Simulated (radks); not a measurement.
Values are calculated unless marked as measured or tabulated.
Kinetic energies: the exact non-interacting value of the Kohn-Sham orbitals and orbital-free approximations, in hartree. Species: Yb+ [Xe] 4f14 6s1; Tl+ [Hg]; La55+ [He]; Tc2+ [Kr] 4d5. Level of theory: non-relativistic Kohn-Sham, LDA (Slater exchange, Perdew-Wang correlation), spin-polarised, spherical densities, point nucleus (a radial shooting solver on a logarithmic mesh with Libxc functionals). Every spin shell is full or empty, so the densities are truly spherical. Functionals are evaluated on that one density, not self-consistently.

exact: Yb+ 13382.6; Tl+ 18950.5; La55+ 3208.52; Tc2+ 4198.71
Thomas-Fermi: Yb+ 12728; Tl+ 18079; La55+ 2942.9; Tc2+ 3966.3
von Weizsacker: Yb+ 4959.0; Tl+ 6676.3; La55+ 3208.5; Tc2+ 1833.4
TF + vW: Yb+ 17687; Tl+ 24755; La55+ 6151.4; Tc2+ 5799.7
TF + vW/9: Yb+ 13279; Tl+ 18821; La55+ 3299.4; Tc2+ 4170.1
TF + vW/5: Yb+ 13720; Tl+ 19414; La55+ 3584.6; Tc2+ 4333.0
LC94: Yb+ 13375; Tl+ 18954; La55+ 3282.9; Tc2+ 4201.7
APBEK: Yb+ 13379; Tl+ 18959; La55+ 3277.8; Tc2+ 4204.3
revAPBEK: Yb+ 13399; Tl+ 18984; La55+ 3306.4; Tc2+ 4212.5
Perdew 92: Yb+ 13280; Tl+ 18822; La55+ 3300.1; Tc2+ 4170.4
Thakkar: Yb+ 13274; Tl+ 18801; La55+ 3289.1; Tc2+ 4177.1
Pearson: Yb+ 13256; Tl+ 18792; La55+ 3136.0; Tc2+ 4158.2
LKT: Yb+ 15614; Tl+ 21948; La55+ 5220.8; Tc2+ 5052.4
DePristo-Kress: Yb+ 13348; Tl+ 18912; La55+ 3305.9; Tc2+ 4195.8
